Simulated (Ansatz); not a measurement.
A short molecular-dynamics run on CrN4F2H12 (relaxed from a model of trans-CrF2(NH3)4, whose bonding it doesn't keep).

```yaml
crystal:
  periodic: [false, false, false]
  atoms:
    - {symbol: Cr, position_ang: [-0.035152, -0.004436, 0.073332]}
    - {symbol: F, position_ang: [0.520703, 1.543123, 1.002042]}
    - {symbol: F, position_ang: [-0.595192, -1.536887, -0.880637]}
    - {symbol: N, position_ang: [1.865377, -0.834350, 0.488293]}
    - {symbol: H, position_ang: [2.177907, -0.527129, 1.419063]}
    - {symbol: H, position_ang: [2.578371, -0.494856, -0.172127]}
    - {symbol: H, position_ang: [1.836497, -1.893277, 0.423673]}
    - {symbol: N, position_ang: [-1.930311, 0.829147, -0.344103]}
    - {symbol: H, position_ang: [-2.292964, 0.405759, -1.208741]}
    - {symbol: H, position_ang: [-1.850962, 1.883983, -0.423422]}
    - {symbol: H, position_ang: [-2.620060, 0.622925, 0.391687]}
    - {symbol: N, position_ang: [-1.065610, 3.509055, -0.106662]}
    - {symbol: H, position_ang: [-0.573117, 4.040777, -0.836719]}
    - {symbol: H, position_ang: [-0.339610, 2.948684, 0.401579]}
    - {symbol: H, position_ang: [-1.427841, 4.208409, 0.554851]}
    - {symbol: N, position_ang: [1.145100, -3.508596, -0.071103]}
    - {symbol: H, position_ang: [0.717599, -4.162339, 0.597817]}
    - {symbol: H, position_ang: [1.524385, -4.090348, -0.829429]}
    - {symbol: H, position_ang: [0.364880, -2.939644, -0.479394]}
basis:
  gaussian: {orbitals: "6-31G*"}
magnetization: {spin_polarized: true, initial_magnetization: 4}
hamiltonian: {xc: {name: BLYP}}
md: {timestep: 2 fs, n_steps: 15, ensemble: nvt_nose_hoover, temperature: 500, initial_velocities: maxwell_boltzmann, seed: 178}
scf: {omitted_lower_state_checks: [starts]}
```

```sh
$ ansatz run in.yaml --threads 2 --pin off --events-out ev --progress --plain --max-ram 32768MiB --backend cuda --devices 0, --max-vram 18GiB
```

```
step  time (fs)  potential energy (eV)  kinetic (eV)  T (K)  conserved (eV)
   0        0.0            -40010.5764        1.0987    500     -40009.4777
   1        2.0            -40009.8943        0.6783    309     -40009.2160
   2        4.0            -40010.2559        0.8392    382     -40009.4169
   3        6.0            -40009.9572        0.6293    286     -40009.3285
   4        8.0            -40009.9783        0.6486    295     -40009.3308
   5       10.0            -40010.1821        0.7860    358     -40009.3981
   6       12.0            -40009.9217        0.5893    268     -40009.3353
   7       14.0            -40010.0115        0.6394    291     -40009.3761
   8       16.0            -40009.7658        0.4961    226     -40009.2749
   9       18.0            -40010.1018        0.6887    313     -40009.4199
  10       20.0            -40009.7609        0.5270    240     -40009.2424
  11       22.0            -40010.0496        0.6619    301     -40009.3982
  12       24.0            -40009.7289        0.4381    199     -40009.3032
  13       26.0            -40009.9956        0.6505    296     -40009.3598
  14       28.0            -40009.9966        0.6638    302     -40009.3505
  15       30.0            -40010.0039        0.6492    295     -40009.3755
```

Velocities are drawn at the set temperature; a run this short doesn't reach equilibrium. The conserved energy moves by 0.26 eV, a sign that the time step is too long.

The 6-31G sets use Cartesian d functions.

Frames (Å, forces in eV/Å):

```xyz
19
time=0.0 fs
Cr   -0.035   -0.004    0.073    0.002   -0.008    0.011
F     0.521    1.543    1.002    0.083    0.001    0.106
F    -0.595   -1.537   -0.881   -0.094    0.012   -0.092
N     1.865   -0.834    0.488    0.026   -0.021    0.011
H     2.178   -0.527    1.419    0.031   -0.056    0.021
H     2.578   -0.495   -0.172    0.053   -0.012   -0.027
H     1.836   -1.893    0.424    0.120    0.154    0.069
N    -1.930    0.829   -0.344   -0.019    0.015   -0.006
H    -2.293    0.406   -1.209   -0.039    0.076   -0.012
H    -1.851    1.884   -0.423   -0.136   -0.158   -0.062
H    -2.620    0.623    0.392   -0.053    0.007    0.014
N    -1.066    3.509   -0.107    0.170    0.136    0.091
H    -0.573    4.041   -0.837   -0.020    0.001   -0.003
H    -0.340    2.949    0.402   -0.120    0.095   -0.112
H    -1.428    4.208    0.555   -0.013   -0.005   -0.010
N     1.145   -3.509   -0.071   -0.162   -0.136   -0.099
H     0.718   -4.162    0.598    0.017   -0.007    0.014
H     1.524   -4.090   -0.829    0.021   -0.002    0.002
H     0.365   -2.940   -0.479    0.133   -0.092    0.084
19
time=2.0 fs
Cr   -0.028    0.001    0.069   -0.108   -0.086   -0.164
F     0.514    1.539    0.998    0.214    0.119    0.211
F    -0.593   -1.529   -0.866   -0.112   -0.037   -0.166
N     1.867   -0.856    0.501    0.692    1.839   -4.702
H     2.136   -0.535    1.361    1.091    0.974    3.419
H     2.656   -0.518   -0.183   -1.555   -0.492    1.249
H     1.864   -1.852    0.409   -0.026   -2.102    0.237
N    -1.946    0.828   -0.359   -0.346   -3.361    1.175
H    -2.332    0.361   -1.188   -0.051    0.346   -0.062
H    -1.885    1.805   -0.379    0.144    3.116   -0.780
H    -2.589    0.630    0.435    0.166   -0.187   -0.359
N    -1.071    3.517   -0.110   -1.029   -1.214    4.118
H    -0.622    4.054   -0.764    1.579    2.023   -2.648
H    -0.275    2.967    0.394   -1.266    0.633   -0.504
H    -1.456    4.236    0.597    0.645   -1.218   -0.969
N     1.136   -3.515   -0.076    0.698   -1.270    1.358
H     0.726   -4.193    0.626    0.209    0.884   -0.909
H     1.520   -4.077   -0.830    0.172   -0.333   -0.312
H     0.433   -2.906   -0.475   -1.117    0.365   -0.191
19
time=4.0 fs
Cr   -0.020    0.006    0.064   -0.159   -0.078   -0.247
F     0.509    1.534    0.994    0.266    0.275    0.289
F    -0.591   -1.521   -0.851   -0.139   -0.224   -0.275
N     1.870   -0.873    0.502    1.482    2.135   -1.022
H     2.136   -0.505    1.434    0.024   -0.494   -0.167
H     2.673   -0.560   -0.146   -1.210   -0.130    0.878
H     1.891   -1.891    0.404   -0.151   -1.214    0.573
N    -1.962    0.818   -0.371    0.149   -0.968    1.555
H    -2.374    0.329   -1.170   -0.149    0.385   -0.184
H    -1.913    1.845   -0.364    0.055    0.886   -0.981
H    -2.552    0.630    0.464    0.032   -0.354   -0.364
N    -1.078    3.522   -0.101    0.803    0.947    0.706
H    -0.609    4.144   -0.793   -0.322   -0.308    0.043
H    -0.259    3.010    0.367   -1.018    0.314   -0.218
H    -1.460    4.217    0.601    0.416   -0.812   -0.495
N     1.129   -3.526   -0.077    0.963   -0.527    0.334
H     0.741   -4.190    0.619   -0.201    0.517   -0.497
H     1.523   -4.076   -0.843    0.025   -0.179   -0.071
H     0.458   -2.858   -0.479   -0.864   -0.170    0.143
19
time=6.0 fs
Cr   -0.013    0.011    0.059   -0.160   -0.022   -0.266
F     0.503    1.531    0.991    0.272    0.422    0.344
F    -0.589   -1.513   -0.837   -0.169   -0.489   -0.384
N     1.877   -0.884    0.499   -0.217   -0.246    2.532
H     2.137   -0.494    1.500   -0.453   -1.167   -2.022
H     2.644   -0.607   -0.075    1.088    0.818   -0.931
H     1.912   -1.976    0.420   -0.364    0.904    0.673
N    -1.978    0.806   -0.378    0.668    1.622    1.088
H    -2.421    0.311   -1.159   -0.143    0.337   -0.129
H    -1.939    1.919   -0.386    0.004   -1.583   -0.775
H    -2.514    0.617    0.479   -0.264   -0.349   -0.066
N    -1.084    3.529   -0.091    1.121    1.601   -2.941
H    -0.610    4.223   -0.820   -1.198   -1.625    1.354
H    -0.282    3.064    0.331    0.461   -0.695    0.525
H    -1.448    4.166    0.587   -0.554    0.745    1.097
N     1.125   -3.538   -0.077    1.149    1.379   -1.723
H     0.750   -4.167    0.593   -0.918   -0.738    0.812
H     1.527   -4.082   -0.859   -0.211    0.097    0.300
H     0.451   -2.817   -0.477   -0.111   -1.012    0.516
19
time=10.0 fs
Cr    0.001    0.020    0.049   -0.247   -0.180   -0.456
F     0.495    1.526    0.987    0.375    0.645    0.477
F    -0.586   -1.502   -0.812   -0.257   -0.719   -0.441
N     1.887   -0.911    0.515    0.779   -1.138   -2.034
H     2.092   -0.591    1.426    0.476    0.656    1.956
H     2.733   -0.604   -0.056   -1.029   -0.297    0.483
H     1.910   -2.014    0.517   -0.254    1.239   -0.238
N    -2.004    0.795   -0.386    0.377    0.595    0.188
H    -2.523    0.315   -1.141    0.242    0.157    0.190
H    -1.990    1.866   -0.501   -0.010   -0.896    0.227
H    -2.472    0.558    0.506   -0.189    0.238   -0.242
N    -1.088    3.556   -0.094   -0.706   -0.674    2.329
H    -0.734    4.210   -0.737    0.717    1.433   -1.572
H    -0.252    3.079    0.328   -0.568   -0.119   -0.147
H    -1.490    4.151    0.684    0.346   -0.646   -0.712
N     1.124   -3.550   -0.089   -0.071   -0.223    1.409
H     0.675   -4.192    0.614    0.385    0.518   -0.917
H     1.509   -4.087   -0.860   -0.081   -0.300   -0.270
H     0.430   -2.852   -0.420   -0.284   -0.290   -0.230
19
time=12.0 fs
Cr    0.007    0.025    0.044   -0.277   -0.299   -0.518
F     0.491    1.526    0.986    0.408    0.703    0.519
F    -0.586   -1.498   -0.800   -0.302   -0.730   -0.435
N     1.894   -0.929    0.521    1.240    1.376   -2.404
H     2.082   -0.630    1.437    0.533    0.966    2.155
H     2.769   -0.598   -0.054   -1.764   -0.784    1.014
H     1.892   -1.954    0.561   -0.049   -0.972   -0.625
N    -2.016    0.794   -0.389    0.283   -2.809    0.579
H    -2.564    0.329   -1.123    0.233   -0.250   -0.037
H    -2.016    1.765   -0.555   -0.009    2.588    0.210
H    -2.465    0.535    0.511   -0.083    0.560   -0.340
N    -1.092    3.570   -0.093   -0.534   -1.395    3.453
H    -0.786    4.235   -0.737    0.934    1.734   -1.617
H    -0.239    3.060    0.336   -1.219    0.520   -0.684
H    -1.510    4.132    0.726    0.639   -0.826   -1.279
N     1.125   -3.555   -0.092    0.160   -0.976    1.828
H     0.643   -4.193    0.595    0.611    0.327   -0.838
H     1.493   -4.101   -0.868   -0.166   -0.230   -0.237
H     0.411   -2.901   -0.394   -0.639    0.498   -0.744
19
time=14.0 fs
Cr    0.014    0.030    0.038   -0.259   -0.313   -0.474
F     0.489    1.527    0.986    0.374    0.732    0.511
F    -0.586   -1.496   -0.790   -0.343   -0.809   -0.462
N     1.903   -0.944    0.520    0.417    3.638    1.947
H     2.093   -0.631    1.530   -0.139   -0.107   -1.371
H     2.737   -0.621   -0.013   -0.367   -0.368    0.157
H     1.871   -1.931    0.582    0.001   -2.535   -0.644
N    -2.026    0.785   -0.390    0.594   -1.729   -0.013
H    -2.596    0.334   -1.106    0.132   -0.585   -0.275
H    -2.043    1.763   -0.601    0.059    1.866    0.569
H    -2.461    0.533    0.502   -0.302    0.566    0.170
N    -1.097    3.580   -0.082    0.355    0.814   -0.837
H    -0.801    4.327   -0.800   -0.186   -1.201    1.364
H    -0.273    3.062    0.317   -0.338    0.267   -0.508
H    -1.506    4.083    0.719    0.010    0.142   -0.159
N     1.126   -3.563   -0.091    0.174    0.035    0.125
H     0.634   -4.181    0.544    0.008   -0.789    0.377
H     1.471   -4.124   -0.885   -0.298    0.121    0.147
H     0.367   -2.930   -0.396    0.109    0.256   -0.625
19
time=16.0 fs
Cr    0.020    0.034    0.031   -0.214   -0.269   -0.372
F     0.487    1.530    0.988    0.314    0.735    0.465
F    -0.586   -1.495   -0.780   -0.361   -0.935   -0.513
N     1.914   -0.949    0.525   -2.639    0.030    4.665
H     2.098   -0.637    1.572   -0.266   -0.423   -2.226
H     2.691   -0.658    0.034    2.633    0.759   -1.708
H     1.851   -2.005    0.579    0.111    0.245   -0.718
N    -2.035    0.771   -0.392    0.572    1.317   -1.054
H    -2.623    0.316   -1.100    0.277   -0.430   -0.091
H    -2.067    1.833   -0.625    0.206   -1.124    1.123
H    -2.468    0.553    0.501   -0.465    0.416    0.509
N    -1.102    3.593   -0.074   -0.229    1.337   -3.735
H    -0.824    4.372   -0.811   -0.340   -1.864    1.972
H    -0.320    3.074    0.278    1.295   -0.687    0.121
H    -1.501    4.038    0.707   -0.894    1.178    1.495
N     1.127   -3.571   -0.089   -0.494    0.707   -0.884
H     0.625   -4.199    0.508   -0.286   -1.109    0.910
H     1.438   -4.142   -0.897   -0.113    0.245    0.215
H     0.327   -2.950   -0.422    0.892   -0.126   -0.175
19
time=20.0 fs
Cr    0.033    0.042    0.018   -0.244   -0.319   -0.236
F     0.485    1.539    0.993    0.269    0.667    0.325
F    -0.590   -1.500   -0.764   -0.281   -0.889   -0.533
N     1.919   -0.961    0.563    0.534   -1.396   -4.362
H     2.091   -0.682    1.466    0.764    0.917    3.315
H     2.810   -0.678   -0.009   -1.758   -0.558    1.070
H     1.827   -2.070    0.497    0.196    1.608    0.013
N    -2.049    0.756   -0.402   -0.115    0.886    0.957
H    -2.638    0.246   -1.086    0.403    0.177    0.151
H    -2.089    1.815   -0.555    0.199   -0.763   -0.036
H    -2.524    0.636    0.530    0.245   -0.039   -0.694
N    -1.115    3.625   -0.079   -1.546   -3.731    4.166
H    -0.886    4.317   -0.671    1.336    3.488   -2.841
H    -0.285    3.030    0.215   -0.807    0.665   -0.103
H    -1.558    4.047    0.796    0.845   -0.545   -1.227
N     1.122   -3.584   -0.089   -1.324   -1.541    0.367
H     0.603   -4.312    0.504    0.727    1.051   -0.445
H     1.372   -4.157   -0.906    0.543   -0.046   -0.167
H     0.347   -3.003   -0.480    0.014    0.368    0.278
19
time=22.0 fs
Cr    0.039    0.046    0.011   -0.266   -0.299   -0.106
F     0.485    1.546    0.997    0.224    0.529    0.215
F    -0.593   -1.505   -0.758   -0.226   -0.737   -0.496
N     1.922   -0.972    0.572    1.034    1.210   -1.486
H     2.117   -0.670    1.531    0.107   -0.293    0.233
H     2.805   -0.710    0.007   -1.410   -0.220    0.859
H     1.827   -2.009    0.448   -0.018   -0.112    0.463
N    -2.057    0.754   -0.404    0.382   -1.559    1.908
H    -2.620    0.216   -1.070    0.101    0.169   -0.234
H    -2.088    1.741   -0.505    0.092    2.164   -1.094
H    -2.544    0.682    0.515    0.167   -0.531   -0.295
N    -1.127    3.632   -0.071    0.216   -0.130   -0.105
H    -0.862    4.422   -0.704   -0.048   -0.618    0.662
H    -0.284    3.026    0.182   -0.940    0.865    0.052
H    -1.554    4.034    0.794    0.638   -0.215   -0.539
N     1.114   -3.596   -0.089   -0.043   -1.627   -0.393
H     0.629   -4.323    0.484    0.146    0.620    0.042
H     1.365   -4.165   -0.918    0.538    0.103    0.093
H     0.374   -3.016   -0.495   -0.696    0.682    0.221
19
time=24.0 fs
Cr    0.044    0.049    0.003   -0.288   -0.206    0.075
F     0.486    1.554    1.002    0.155    0.358    0.086
F    -0.596   -1.511   -0.752   -0.174   -0.610   -0.460
N     1.928   -0.980    0.576   -0.625    3.419    2.317
H     2.148   -0.669    1.605   -0.472   -1.111   -2.017
H     2.747   -0.751    0.057    1.207    0.784   -0.783
H     1.826   -1.953    0.416   -0.424   -2.528    0.530
N    -2.063    0.747   -0.402    1.040   -0.522    1.493
H    -2.599    0.193   -1.062   -0.143    0.077   -0.538
H    -2.083    1.750   -0.497    0.122    1.465   -1.280
H    -2.558    0.708    0.489   -0.240   -0.770    0.556
N    -1.139    3.638   -0.063    0.650    1.408   -3.437
H    -0.839    4.502   -0.712   -0.662   -2.249    1.799
H    -0.319    3.056    0.151    0.175    0.079    0.375
H    -1.526    4.013    0.771   -0.273    0.647    1.349
N     1.106   -3.611   -0.089    0.793   -0.004   -1.899
H     0.661   -4.311    0.466   -0.831   -0.692    1.069
H     1.379   -4.170   -0.926    0.371    0.227    0.297
H     0.374   -3.003   -0.501   -0.382    0.228    0.466
19
time=26.0 fs
Cr    0.050    0.052   -0.004   -0.296   -0.092    0.273
F     0.487    1.563    1.006    0.090    0.213   -0.048
F    -0.599   -1.519   -0.748   -0.108   -0.541   -0.417
N     1.932   -0.979    0.587   -1.836    0.933    2.027
H     2.161   -0.711    1.601   -0.414   -0.814   -1.445
H     2.735   -0.762    0.076    2.107    1.009   -1.358
H     1.809   -1.993    0.404   -0.186   -0.649    0.775
N    -2.067    0.739   -0.395    0.980    1.832    0.607
H    -2.584    0.173   -1.075    0.021    0.264   -0.248
H    -2.073    1.815   -0.538    0.079   -1.244   -0.610
H    -2.582    0.704    0.484   -0.247   -0.565    0.479
N    -1.150    3.648   -0.064   -0.719    1.710   -2.373
H    -0.841    4.497   -0.652   -0.474   -1.406    0.963
H    -0.347    3.088    0.135    1.222   -0.811    0.625
H    -1.508    4.017    0.800   -0.142    0.322    0.841
N     1.099   -3.627   -0.095    0.132    0.452   -1.388
H     0.662   -4.326    0.489   -0.526   -0.313    0.579
H     1.407   -4.165   -0.924    0.207    0.084    0.146
H     0.359   -2.981   -0.490    0.109   -0.386    0.573
19
time=30.0 fs
Cr    0.060    0.059   -0.017   -0.313   -0.096    0.596
F     0.489    1.581    1.015    0.020   -0.021   -0.282
F    -0.607   -1.538   -0.741    0.038   -0.251   -0.233
N     1.930   -0.974    0.612    0.588   -1.143   -3.422
H     2.171   -0.847    1.560    0.485    0.485    1.870
H     2.833   -0.711    0.035   -1.871   -0.559    1.232
H     1.770   -2.075    0.465    0.449    1.544    0.092
N    -2.067    0.738   -0.378    0.291    0.761   -0.012
H    -2.539    0.171   -1.110    0.293    0.218    0.326
H    -2.050    1.773   -0.660   -0.187   -0.933    0.570
H    -2.640    0.647    0.496    0.409    0.198   -0.673
N    -1.178    3.671   -0.074    0.091   -1.670    2.245
H    -0.845    4.484   -0.527    0.616    1.544   -1.045
H    -0.312    3.084    0.161   -1.003    0.437   -0.114
H    -1.469    4.030    0.887    0.211   -0.505   -1.104
N     1.086   -3.657   -0.113   -0.453   -0.330    1.273
H     0.636   -4.348    0.553    0.596    0.656   -0.921
H     1.483   -4.156   -0.913   -0.185   -0.110   -0.075
H     0.344   -2.989   -0.413   -0.075   -0.226   -0.322
```

Run time 23 s (2 threads of AMD EPYC 7R13 on a shared host and a share (18 GiB) of an NVIDIA H100 80GB HBM3), peak host memory 0.87 GiB.
